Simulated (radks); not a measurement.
The numbers below are computed, except where a source is named.
Task: These are the eigenvalues of the occupied orbitals of an atom or ion with whole-number occupations (eV). Code: a radial shooting solver on a logarithmic mesh with Libxc functionals. Model: scalar-relativistic Kohn-Sham, PBE, spin-polarised, spherical densities, point nucleus.

1s down: -69527.43
1s up: -69527.42
2s up: -12024.22
2s down: -12024.06
2p up: -10518.22
2p down: -10518.10
3s up: -2791.523
3s down: -2791.486
3p up: -2345.629
3p down: -2345.585
3d up: -1833.180
3d down: -1833.082
4s up: -598.9229
4s down: -598.7940
4p up: -452.6875
4p down: -452.5694
4d up: -267.4441
4d down: -267.3021
5s up: -108.5308
5s down: -107.0523
5p up: -72.6243
5p down: -70.6481
4f up: -62.2766
4f down: -61.9451
5d up: -32.1172

Which element is it, and in what charge state? The configuration may be excited. Open shells, if any, are filled with parallel spins first.

Result: Z = 74, tungsten, charge +3: W3+ in [Xe] 4f14 5d3. The list shows which subshells hold electrons but not how many an open one holds; the 1s level, -2555.1 hartree, gives Z - s = 71.5 by -(Z - s)^2/2, which with screening and relativity narrows Z to a few neighbours, and the depths of the outer levels then fix element, charge and occupations together.
